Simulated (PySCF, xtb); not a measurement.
C4H5BFN, SMILES C#CB(F)/C=N/C. The values are those of a single conformer.

Harmonic wavenumbers (cm⁻¹) from GFN2-xTB (xtb 6.7.1) at its own minimum, in rising order: 44, 91, 140, 174, 205, 228, 361, 403, 499, 533, 680, 701, 776, 887, 1013, 1074, 1120, 1149, 1289, 1348, 1381, 1446, 1462, 1692, 2204, 2762, 2870, 2978, 2996, 3361.

Task: What does PySCF with B3LYP-D3(BJ)/def2-SVP give at its own minimum? (An estimate is asked for; the answer gives what the named calculation found.)

Result: 62, 107, 172, 202, 217, 255, 380, 434, 537, 647, 713, 783, 806, 946, 1004, 1128, 1135, 1148, 1373, 1381, 1405, 1445, 1462, 1717, 2175, 2950, 2965, 3071, 3088, 3457. Paired by order, the mean absolute difference is 46 cm⁻¹ and the zero-point energies are 51.3 and 53.1 kcal/mol.
